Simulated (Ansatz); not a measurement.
`CN(C)[Si]F` + `[SiH3]N[SiH3]` → `F[Si]N([SiH3])[SiH3]` + dimethylamine at 700 K and 1 bar (ligand exchange at the Si–N bond).

Calculated with Ansatz (gas phase, PBE0-D4/def2-TZVP geometries, no zero-point term in ΔE). CBS: MP2 limit from def2 TZ/QZ plus the TZ coupled-cluster correction, frozen cores. This one scheme is used for every species. One conformer a species, not always the lowest.

```
               species  CCSD(T)/CBS energy (Eh)  H − E (kJ/mol)  S (J/(mol·K))
          `CN(C)[Si]F`               -523.34250           298.0          439.6
       `[SiH3]N[SiH3]`               -637.10515           245.6          444.2
`F[Si]N([SiH3])[SiH3]`              -1025.44155           247.6          510.4
                 `CNC`               -135.00321           296.9          352.4
```

H − E and S are ideal-gas, rigid-rotor, harmonic terms from PBE0-D4/def2-TZVP, for one conformer and one mirror image of each species. 1 Eh = 2625.50 kJ/mol, R = 8.31446 J/(mol·K).

Problem. By hand: ΔE, ΔH, ΔS and ΔG.

Solution. ΔE = (-1025.44155) + (-135.00321) − (-523.34250) − (-637.10515) = 0.00289 Eh = 7.6 kJ/mol. Δ(H − E) = 247.6 + 296.9 − 298.0 − 245.6 = 0.9, so ΔH = 8.5 kJ/mol. ΔS = 510.4 + 352.4 − 439.6 − 444.2 = -21.0 J/(mol·K). ΔG = 8.5 − 700 × (-21.0)/1000 = 23.2 kJ/mol.

Problem. By hand: the equilibrium constant, and the temperature at which ΔG would vanish if ΔH and ΔS stayed fixed.

Solution. log₁₀ K = −ΔG/(RT ln 10) = -1.7. ΔH and −TΔS have one sign here, so there is no such temperature.

TΔS isn't small against ΔH here. A doubt of 5 kJ/mol in ΔE shifts log₁₀ K by 0.4 here. Other conformers and mirror images would add mixing entropy, several J/(mol·K) or more a flexible species. Modes under 60 cm⁻¹, often nearly free rotors, make the harmonic entropy too high. These are equilibria of isolated gas molecules and say nothing of rates. Largest T1 diagnostic: 0.014 (customary marks: 0.02 for closed shells, 0.045 for open ones).
